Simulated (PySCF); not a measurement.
HNaO (SMILES [OH][Na]), singlet, geometry from GFN2-xTB (such geometries of metal compounds can be far from the true shape); B3LYP/def2-TZVP (PySCF).

PySCF was given this input:
```python
from pyscf import gto, scf, dft, solvent

mol = gto.M(
    atom='''
Na   -0.591580   -0.370112   -0.500287
O     0.669634    0.372379    0.566791
H     1.150300    1.092201    0.968827
''',
    basis='def2-tzvp',
    charge=0,
    spin=0,
    verbose=4,
)

mf = dft.RKS(mol)
mf.xc = 'b3lyp'
mf.kernel()
```

The log (banner, timings and long lists left out):

```
PySCF version 2.14.0

[INPUT] verbose = 4
[INPUT] num. atoms = 3
[INPUT] num. electrons = 20
[INPUT] charge = 0
[INPUT] spin (= nelec alpha-beta = 2S) = 0
[INPUT] symmetry False subgroup None
[INPUT] Mole.unit = angstrom
[INPUT] Symbol           X                Y                Z      unit          X                Y                Z       unit  Magmom
[INPUT]  1 Na    -0.591580000000  -0.370112000000  -0.500287000000 AA   -1.117924180770  -0.699410315415  -0.945405413680 Bohr   0.0
[INPUT]  2 O      0.669634000000   0.372379000000   0.566791000000 AA    1.265424863697   0.703694324539   1.071079759868 Bohr   0.0
[INPUT]  3 H      1.150300000000   1.092201000000   0.968827000000 AA    2.173751961087   2.063960762976   1.830817692084 Bohr   0.0

nuclear repulsion = 32.296002847565
number of shells = 27
number of NR pGTOs = 107
number of NR cGTOs = 69
basis = def2-tzvp
ecp = {}

******** <class 'pyscf.dft.rks.RKS'> ********
method = RKS
initial guess = minao
damping factor = 0
level_shift factor = 0
DIIS = <class 'pyscf.scf.diis.CDIIS'>
diis_start_cycle = 1
diis_space = 8
diis_damp = 0
SCF conv_tol = 1e-09
SCF conv_tol_grad = None
SCF max_cycles = 50
direct_scf = True
direct_scf_tol = 1e-13
XC library pyscf.dft.libxc version 7.1.2
    S. Lehtola, C. Steigemann, M. J. T. Oliveira, and M. A. L. Marques,  SoftwareX 7, 1–5 (2018)
XC functionals = b3lyp
    P. J. Stephens, F. J. Devlin, C. F. Chabalowski, and M. J. Frisch,  J. Phys. Chem. 98, 11623 (1994)
radial grids:
    Treutler-Ahlrichs [JCP 102, 346 (1995); DOI:10.1063/1.469408] (M4) radial grids

becke partition: Becke, JCP 88, 2547 (1988); DOI:10.1063/1.454033
pruning grids: <function nwchem_prune>
grids dens level: 3
symmetrized grids: False
atomic radii adjust function: <function treutler_atomic_radii_adjust>
small_rho_cutoff = 0
Set gradient conv threshold to 3.16228e-05
Initial guess from minao.
tot grids = 41992
init E= -238.056073624422
  HOMO = -0.446770533231467  LUMO = -0.0882615779649001  gap/eV = 9.75553
cycle= 1 E= -237.942241495149  delta_E= 0.114  |g|= 1.09  |ddm|= 1.15
  HOMO = 0.0147975344653996  LUMO = 0.0168299558098918  gap/eV = 0.05531
cycle= 2 E= -233.616869469213  delta_E= 4.33  |g|= 3.05  |ddm|= 2.97
  HOMO = -0.359637096929253  LUMO = -0.0592552553138788  gap/eV = 8.17381
cycle= 3 E= -238.122032958883  delta_E= -4.51  |g|= 0.434  |ddm|= 2.85
  HOMO = -0.197503270918305  LUMO = -0.0523945604013321  gap/eV = 3.94861
cycle= 4 E= -238.168953506593  delta_E= -0.0469  |g|= 0.0954  |ddm|= 0.304
  HOMO = -0.186149137267394  LUMO = -0.0511382809580212  gap/eV = 3.67383
cycle= 5 E= -238.17075924144  delta_E= -0.00181  |g|= 0.0147  |ddm|= 0.0765
  HOMO = -0.187196030561211  LUMO = -0.052176984468602  gap/eV = 3.67406
cycle= 6 E= -238.170795278724  delta_E= -3.6e-05  |g|= 0.00346  |ddm|= 0.013
  HOMO = -0.187900951686193  LUMO = -0.0525045241138784  gap/eV = 3.68432
cycle= 7 E= -238.170797187826  delta_E= -1.91e-06  |g|= 0.00117  |ddm|= 0.00256
  HOMO = -0.188077805668934  LUMO = -0.0525521919764742  gap/eV = 3.68784
cycle= 8 E= -238.170797412501  delta_E= -2.25e-07  |g|= 0.000313  |ddm|= 0.000713
  HOMO = -0.18814400496073  LUMO = -0.0525797292625541  gap/eV = 3.68889
cycle= 9 E= -238.170797431531  delta_E= -1.9e-08  |g|= 0.000113  |ddm|= 0.000222
  HOMO = -0.188168922480677  LUMO = -0.0525862547049911  gap/eV = 3.68939
cycle= 10 E= -238.170797434248  delta_E= -2.72e-09  |g|= 3.14e-06  |ddm|= 7.96e-05
  HOMO = -0.188170403749138  LUMO = -0.0525863904776713  gap/eV = 3.68943
cycle= 11 E= -238.170797434251  delta_E= -2.73e-12  |g|= 1.56e-06  |ddm|= 4.32e-06
  HOMO = -0.188169589899719  LUMO = -0.052586306194975  gap/eV = 3.68941
Extra cycle  E= -238.170797434249  delta_E= 1.99e-12  |g|= 3.08e-06  |ddm|= 2.58e-06
converged SCF energy = -238.170797434249
```
